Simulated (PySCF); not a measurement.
PySCF job for HNaO, SMILES [OH][Na], ωB97X-D3(BJ)/def2-TZVPD. Geometry optimised at ωB97X-D3(BJ)/def2-TZVPD. The isomer is the one that the SMILES or the coordinates give; other isomers of the formula were not compared.

```python
import numpy as np
from pyscf import gto, scf, dft, df
from pyscf.hessian import thermo

mol = gto.M(
    atom='''
    Na    0.00000000    0.00000000   -0.92386655
    O     0.00000000    0.00000000    1.02331020
    H     0.00000000    0.00000000    1.97605051
    ''',
    basis='def2-TZVPD',
    charge=0,
    spin=0,
    max_memory=1600,
    verbose=3,
)
mf = dft.RKS(mol, xc='wb97x-d3bj').density_fit(auxbasis='def2-universal-jkfit')
mf.grids.level = 3
mf.conv_tol = 1e-11
mf.max_cycle = 100
mf.kernel()

# [left out here: the lines that compute and print the analytic Hessian (its translational invariance restored by hand, since the grid's response is missing), thermochemistry and intensities]
```

Log of the run:

```
converged SCF energy = -238.189969708552

WARN: DFTD3 does not support analytical Hessian, using finite difference


WARN: Mole.unit (angstrom) is changed to Bohr

Mode                                 0                   1                   2
Irrep
Freq [cm^-1]                      222.4999            222.5000            562.2719
Reduced mass [au]                   1.1488              1.1488             11.4405
Force const [Dyne/A]                0.0335              0.0335              2.1310
Char temp [K]                     320.1279            320.1279            808.9841
Normal mode                   x     y     z       x     y     z       x     y     z
       0  Na                -0.00  0.02  0.00   -0.02 -0.00 -0.00   -0.00 -0.00  0.14
       1   O                 0.00 -0.09 -0.00    0.09  0.00  0.00    0.00  0.00 -0.18
       2   H                -0.05  0.93 -0.00   -0.93 -0.05  0.00   -0.00 -0.00 -0.19
Mode                                 3
Irrep
Freq [cm^-1]                     3999.1167
Reduced mass [au]                   1.0688
Force const [Dyne/A]               10.0708
Char temp [K]                    5753.8386
Normal mode                   x     y     z
       0  Na                -0.00 -0.00  0.00
       1   O                 0.00  0.00 -0.06
       2   H                -0.00 -0.00  0.97
temperature 298.1500 [K]
pressure 101325.00 [Pa]
Rotational constants [GHz] inf 12.60131 12.60131
Symmetry number 1
Zero-point energy (ZPE) 0.01141 [Eh]   29944.853 [J/mol]
                           tot       elec      trans        rot        vib
Entropy [J/mol/K]       233.015      0.000    154.751     59.868     18.395
Cv [J/mol/K]             40.562      0.000     12.472      8.314     19.776
Cp [J/mol/K]             48.876      0.000     20.786      8.314     19.776
Internal energy [J/mol]                      3718.434   2478.956  33186.213
Internal energy [Eh]   -238.17497  -238.18997
Enthalpy [J/mol]                             6197.391   2478.956  33186.213
Enthalpy [Eh]          -238.17403
Gibbs free energy [J/mol]                  -39941.732 -15370.787  27701.604
Gibbs free energy [Eh] -238.20049
static polarisability / bohr^3: [[20.443  0.     0.   ]
 [-0.    20.443  0.   ]
 [-0.    -0.    19.758]]
largest difference of analytic and finite-field dipole derivatives / e: 0.0005891720517872123
mode   freq/cm-1   IR/(km/mol)   Raman/(A^4/amu)   depolarisation
   1      222.50        73.460            16.369            0.750
   2      222.50        73.460            16.369            0.750
   3      562.27        84.642             5.280            0.007
   4     3999.12         6.629           144.516            0.124
max |gradient| / (hartree/bohr): 6.499938377041518e-05
APT charges: [ 0.846  -0.9775  0.1316]
```

The calculation finished and met its thresholds.
